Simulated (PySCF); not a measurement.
Compound: FH7SeSi3.
SMILES with atom numbers: `[F:1][SiH2:2][SiH2:3][Se:4][SiH3:5]` (hydrogens: H6, H7 on Si2; H8, H9 on Si3; H10, H11, H12 on Si5)

Jobs on this species (12 atoms, 92 electrons) with PySCF (density fitting). Hardware of each: one thread, Arm Neoverse N1 (aarch64) (shared host). The host was shared with other jobs, so the times are rough. Peak memory is the resident size of the whole Python process, interpreter and libraries included.

Question: Rank these jobs by wall time, shortest first.
A. delta-SCF UKS PBE0, pcX-2 on the ionised atom, pcseg-1 elsewhere, spin-free X2C; ΔSCF core ionisation, 7 holes; 172 basis functions
B. PBE0-D3(BJ)/def2-SVP, grid level 1; geometry optimisation from a GFN2-xTB start shaken at random; 135 basis functions
C. delta-SCF UKS SCAN, def2-TZVP on the ionised atom, pcseg-1 elsewhere, spin-free X2C; ΔSCF core ionisation, 7 holes; 149 basis functions

Answer: C (67 s), A (2.0 min), B (3.8 min).

All jobs:

| level and settings | work | basis functions | SCF cycles | wall time | peak memory |
| --- | --- | --- | --- | --- | --- |
| delta-SCF UKS PBE, pcX-2 on the ionised atom, pcseg-1 elsewhere, spin-free X2C | ΔSCF core ionisation, 7 holes | 172 | 102 | 50 s | 0.64 GiB |
| delta-SCF UKS SCAN, pcX-1 on the ionised atom, pcseg-1 elsewhere, spin-free X2C | ΔSCF core ionisation, 7 holes | 152 | 98 | 58 s | 0.56 GiB |
| delta-SCF UKS SCAN, def2-TZVP on the ionised atom, pcseg-1 elsewhere, spin-free X2C | ΔSCF core ionisation, 7 holes | 149 | 99 | 67 s | 0.56 GiB |
| delta-SCF UKS SCAN, pcX-2 on the ionised atom, pcseg-1 elsewhere, non-relativistic | ΔSCF core ionisation, 7 holes | 172 | 99 | 67 s | 0.64 GiB |
| delta-SCF UKS SCAN, pcX-2 on the ionised atom, pcseg-1 elsewhere, spin-free X2C | ΔSCF core ionisation, 7 holes | 172 | 101 | 71 s | 0.61 GiB |
| delta-SCF UKS HF, pcX-2 on the ionised atom, pcseg-1 elsewhere, spin-free X2C | ΔSCF core ionisation, 7 holes | 172 | 84 | 85 s | 0.69 GiB |
| delta-SCF UKS PBE0, pcX-2 on the ionised atom, pcseg-1 elsewhere, spin-free X2C | ΔSCF core ionisation, 7 holes | 172 | 88 | 2.0 min | 0.82 GiB |
| delta-SCF UKS B3LYP, pcX-2 on the ionised atom, pcseg-1 elsewhere, spin-free X2C | ΔSCF core ionisation, 7 holes | 172 | 90 | 2.1 min | 0.80 GiB |
| PBE0-D3(BJ)/def2-SVP, grid level 1 | geometry optimisation from a GFN2-xTB start shaken at random | 135 | 105 | 3.8 min | 0.52 GiB |

What do all jobs in the table cost together?

About 15 min; the longest takes about 26 % of that, and about 4.6 times as long as the shortest.
